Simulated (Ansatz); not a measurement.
Stepwise reaction of `N[SiH](N)N` with hydrogen fluoride, as a gas-phase model of exchange steps in deposition or etching. ΔE in kJ/mol; ΔG adds harmonic PBE0-D4 terms to CCSD(T)/CBS, at 1 bar.

Isolated molecules relaxed with PBE0-D4/def2-TZVP in Ansatz; ΔE leaves out vibrations. CBS: MP2 limit from def2 TZ/QZ plus the TZ coupled-cluster correction, frozen cores. This one scheme is used for every species. Functionals use def2-TZVPP. B3LYP here is the variant with VWN-RPA as its local correlation; programs differ in this. One conformer a species, not always the lowest.

```csv
step,reaction,PBE-D4,B3LYP-D4,ωB97M-V,CCSD(T)/CBS,ΔG(500 K)
1,`N[SiH](N)N` + H–F → `N[SiH](N)F` + NH₃,-94.0,-100.5,-99.6,-96.1,-96.0
2,`N[SiH](N)F` + H–F → `N[SiH](F)F` + NH₃,-80.0,-85.7,-85.2,-82.7,-85.8
3,`N[SiH](F)F` + H–F → `F[SiH](F)F` + NH₃,-78.0,-82.8,-82.2,-81.9,-72.1
```

(1) By hand: ΔE of the 3 steps together at CCSD(T)/CBS.

Results:

(1) (-96.1) + (-82.7) + (-81.9) = -260.7 kJ/mol, or -86.9 kJ/mol a step.

In ΔE step 1 is the lowest and step 3 the highest. All are downhill at CCSD(T)/CBS. ΔG lies between -96.0 and -72.1 kJ/mol a step. PBE-D4 differs from CCSD(T)/CBS by 2.1 to 3.9 kJ/mol a step. Isolated molecules leave out the surface, adducts and barriers. Largest T1 diagnostic: 0.012.
